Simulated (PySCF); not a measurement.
# Electron correlation in Fe¹⁶⁺ (iron, charge +16)

Starting occupation: [Ne]. Computed with PySCF 2.14 in an even-tempered Gaussian basis (18 s from 0.75 bohr⁻², ratio 2.6; 12 p from 0.97 bohr⁻², ratio 2.6; 6 d from 1 bohr⁻², ratio 2.8; 3 f from 32 bohr⁻², ratio 2.8), with X2C-1e with screened-nucleus spin-orbit coupling, Gaussian nucleus. Frozen: 1s2; 8 electrons correlated; the 50 highest virtual spinors left out.

MP2 pair energies summed by pair of shells (mhartree):

```tsv
pair	energy	share (%)
2p1/2-2p3/2	-96.28	33.5
2p3/2-2p3/2	-91.81	31.9
2p3/2-2s1/2	-44.04	15.3
2p1/2-2s1/2	-22.15	7.7
2p1/2-2p1/2	-22.00	7.6
2s1/2-2s1/2	-11.26	3.9
```

Total MP2 correlation energy: -287.54 mhartree.

The virtual space was cut to 44 spinors, which keep -219.76 of the -287.54 mhartree of MP2 correlation.

```
  level  correlation energy (mhartree)
   CCSD                        -221.93
    (T)                          -0.09
CCSD(T)                        -222.02
```

Diagnostics: T1 = 0.00021, largest double amplitude 0.006.

**Question.** Is a single reference adequate?

**Answer.** Yes: T1 lies below 0.03 and no double amplitude reaches 0.07.

The coupled-cluster values are those of the cut space; adding the MP2 remainder, -67.78 mhartree, estimates the full space.
